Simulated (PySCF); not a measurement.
Isomers of C5H8F3OP, mass 172.026 u with the commonest isotopes. The calculation used PBE0-D3(BJ)/def2-SVP geometry optimisation, gas phase (PySCF 2.14.0). One conformer each, none proved a minimum here; rigid rotors.

Task: Order these by out-of-plane moment Σ m c² = (Ia + Ib − Ic)/2, largest first.
A. `[CH3:1][O:2][CH2:3][P:4]([CH3:5])[C:6]([F:7])=[C:8]([F:9])[F:10]` with C1–O2–C3–P4 -171°, O2–C3–P4–C5 -48°, C3–P4–C6–F7 -156°
B. `[O:1]=[P@@H:2]1[CH2:3][CH2:4][C@H:5]([C:6]([F:7])([F:8])[F:9])[CH2:10]1` with O1–P2–C3–C4 -109°, P2–C3–C4–C5 -38°, C3–C4–C5–C6 173°, C4–C5–C10–P2 -36°
C. `[O:1]=[P@@H:2]1[CH2:3][CH2:4][CH2:5][C@H:6]1[C:7]([F:8])([F:9])[F:10]` with O1–P2–C3–C4 -146°, P2–C3–C4–C5 42°, C3–C4–C5–C6 -47°, C4–C5–C6–C7 -95°
D. `[CH3:1][CH2:2][P@:3]([CH3:4])(=[O:5])[C:6]([F:7])=[C:8]([F:9])[F:10]` with C1–C2–P3–C4 -56°, C2–P3–C6–F7 -73°
E. `[CH2:1]=[CH:2][CH2:3][P@:4]([CH3:5])(=[O:6])[C:7]([F:8])([F:9])[F:10]` with C1–C2–C3–P4 -115°, C2–C3–P4–C5 72°

Result: E (119.58 u·Å²), D (112.22 u·Å²), C (73.57 u·Å²), B (67.33 u·Å²), A (64.14 u·Å²).

Task: Order these by rotational constant A, smallest first.
A. `[CH3:1][O:2][CH2:3][P:4]([CH3:5])[C:6]([F:7])=[C:8]([F:9])[F:10]` with C1–O2–C3–P4 -171°, O2–C3–P4–C5 -48°, C3–P4–C6–F7 -156°
B. `[O:1]=[P@@H:2]1[CH2:3][CH2:4][C@H:5]([C:6]([F:7])([F:8])[F:9])[CH2:10]1` with O1–P2–C3–C4 -109°, P2–C3–C4–C5 -38°, C3–C4–C5–C6 173°, C4–C5–C10–P2 -36°
C. `[CH3:1][CH2:2][P@:3]([CH3:4])(=[O:5])[C:6]([F:7])=[C:8]([F:9])[F:10]` with C1–C2–P3–C4 -56°, C2–P3–C6–F7 -73°
D. `[O:1]=[P@@H:2]1[CH2:3][CH2:4][CH2:5][C@H:6]1[C:7]([F:8])([F:9])[F:10]` with O1–P2–C3–C4 -146°, P2–C3–C4–C5 42°, C3–C4–C5–C6 -47°, C4–C5–C6–C7 -95°
E. `[CH2:1]=[CH:2][CH2:3][P@:4]([CH3:5])(=[O:6])[C:7]([F:8])([F:9])[F:10]` with C1–C2–C3–P4 -115°, C2–C3–P4–C5 72°

Result: A (1279 MHz), C (1537 MHz), D (1704 MHz), E (1886 MHz), B (2449 MHz).

Task: Order these by radius of gyration √(Σ m r²/M), largest first.
A. `[O:1]=[P@@H:2]1[CH2:3][CH2:4][C@H:5]([C:6]([F:7])([F:8])[F:9])[CH2:10]1` with O1–P2–C3–C4 -109°, P2–C3–C4–C5 -38°, C3–C4–C5–C6 173°, C4–C5–C10–P2 -36°
B. `[O:1]=[P@@H:2]1[CH2:3][CH2:4][CH2:5][C@H:6]1[C:7]([F:8])([F:9])[F:10]` with O1–P2–C3–C4 -146°, P2–C3–C4–C5 42°, C3–C4–C5–C6 -47°, C4–C5–C6–C7 -95°
C. `[CH2:1]=[CH:2][CH2:3][P@:4]([CH3:5])(=[O:6])[C:7]([F:8])([F:9])[F:10]` with C1–C2–C3–P4 -115°, C2–C3–P4–C5 72°

Result: A (2.313 Å), C (2.199 Å), B (2.081 Å).

```csv
SMILES,point group,Ia (u·Å²),Ib (u·Å²),Ic (u·Å²),κ,μa (D),μb (D),μc (D)
C=CC[P@](C)(=O)C(F)(F)F,C1,267.99,683.66,712.47,-0.95,2.04,1.96,2.65
CC[P@](C)(=O)C(F)=C(F)F,C1,328.84,602.86,707.25,-0.70,1.89,2.92,0.05
O=[P@@H]1CC[C@H](C(F)(F)F)C1,C1,206.33,781.36,853.03,-0.94,1.10,2.05,2.61
O=[P@@H]1CCC[C@H]1C(F)(F)F,C1,296.57,521.88,671.32,-0.55,0.22,3.97,0.40
COCP(C)C(F)=C(F)F,C1,395.07,503.96,770.75,0.11,2.64,0.76,0.10
```
